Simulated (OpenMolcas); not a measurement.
## B, Al, Ga, In, Tl: ns2 np down the group

* Program: OpenMolcas 26.06
* Method: CASSCF
* Basis: ANO-RCC-VQZP
* Scalar Hamiltonian: DKH2, point nucleus
* Spin-orbit coupling: state interaction with AMFI integrals over the reference wave functions, term energies averaged over their components

Active space for each ion: 3 electrons in 8 orbitals (s p s p).

Computed levels in cm-1 above 2P* 1/2:

| Level | B | Al | Ga | In | Tl |
| --- | --- | --- | --- | --- | --- |
| 2P* 3/2 | 12.9 | 82.2 | 630 | 1683 | 5870 |
| weight of 2P* in the lowest level (%) | 100 | 100 | 100 | 100 | 100 |

Measured, with the error of the calculation in %. Measured levels: B, Al, Ga, In, Tl from NIST Handbook of Basic Atomic Spectroscopic Data.

```tsv
Level	B	Al	Ga	In	Tl
2P* 3/2	15.3 (-15.5)	112 (-26.6)	826 (-23.8)	2213 (-23.9)	7793 (-24.7)
```

The fine-structure level 2P* 3/2 changes by a factor of 455 from B to Tl.

Without dynamic correlation excited terms often stand tens of per cent too high (terms of higher spin than the ground term too low), and those without a measured partner can miss by more than the paired ones (holds for B; Al; Ga; In). Active for correlation alone: 3p 3s; no level in the range computed is led by a configuration that fills them, so any true level of that kind is missing (holds for B). Active for correlation alone: 4p 4s; no level in the range computed is led by a configuration that fills them, so any true level of that kind is missing (holds for Al). Some high roots are left out of the spin-orbit mixing, which shifts the levels that they would mix with (holds for Ga; In; Tl). Active for correlation alone: 5p 5s; no level in the range computed is led by a configuration that fills them, so any true level of that kind is missing (holds for Ga). Active for correlation alone: 6p 6s; no level in the range computed is led by a configuration that fills them, so any true level of that kind is missing (holds for In). Active for correlation alone: 7p 7s; no level in the range computed is led by a configuration that fills them, so any true level of that kind is missing (holds for Tl). Computed and measured levels are paired by configuration, term and J; levels that our copy of the source lacks, or whose pairing is in doubt (as where it misses far off the trend of its configuration), stay unpaired and out of the deviations. Levels of configurations outside the active space are missing.

* marks odd parity.
